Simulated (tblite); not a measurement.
Compound: C5H12BNO2.
Numbering: `[CH3:1][CH2:2][C:3]#[N+:4][BH2-:5][O:6][CH2:7][O:8][CH3:9]` (hydrogens: H10, H11, H12 on C1; H13, H14 on C2; H15, H16 on B5; H17, H18 on C7; H19, H20, H21 on C9)

Geometry (GFN2-xTB, Å), atoms numbered from 1 in this order:
```
atom  x, y, z in Å
C1    -3.4103    0.6351    0.6894
C2    -1.9471    0.3415    1.0333
C3    -1.2566   -0.2601   -0.0672
N4    -0.7352   -0.7359   -0.9707
B5     0.3970   -1.4208   -1.7649
O6     1.4056   -1.7406   -0.7556
C7     2.2108   -0.7528   -0.2989
O8     1.5285    0.0924    0.6289
C9     2.3607    1.0891    1.1525
H10   -3.9047    1.0844    1.5467
H11   -3.9327   -0.2814    0.4271
H12   -3.4751    1.3225   -0.1501
H13   -1.8815   -0.3445    1.8830
H14   -1.4201    1.2633    1.2964
H15    0.7318   -0.6057   -2.5724
H16   -0.0701   -2.4188   -2.1950
H17    3.0714   -1.2154    0.2222
H18    2.6008   -0.1079   -1.1180
H19    2.7331    1.7534    0.3612
H20    3.2227    0.6557    1.6758
H21    1.7622    1.6636    1.8577
```

Level: GFN2-xTB in tblite, geometry and Hessian alike; calculated harmonic values, unscaled, isolated species. Errors from tens to a few hundred cm⁻¹ against measured bands are possible. Modes of hydrogen on boron can be 10 to 20 % off. One conformer, not necessarily the lowest. The optimisation stopped once no atom felt more than 0.01 eV/Å.

Lowest wavenumbers of the output (negative numbers stand for imaginary wavenumbers):
```
mode    cm-1
  1     -26.9
  2      33.2
  3      54.7
  4      78.7
  5     105.1
  6     134.2
  7     166.7
  8     202.0
```

Is this structure a minimum?

Not by this Hessian. 1 mode is imaginary beyond 20i (27i cm⁻¹), so at this level the point lies at or near a first-order saddle. The curvature is small, so loose convergence or finite differences may be the whole cause.

Which atoms move in the imaginary mode?

27i: C1 (methyl carbon) 26 %, C2 (chain CH2 carbon) 18 %, H12 (methyl hydrogen) 10 %. These are shares of the mass-weighted motion.

What is the remedy?

Step along that mode in both directions, optimise again with tighter thresholds and repeat the frequencies. The zero-point energy of this point (105.5 kcal/mol) counts the 56 real modes alone, and thermal corrections from it aren't those of a minimum.
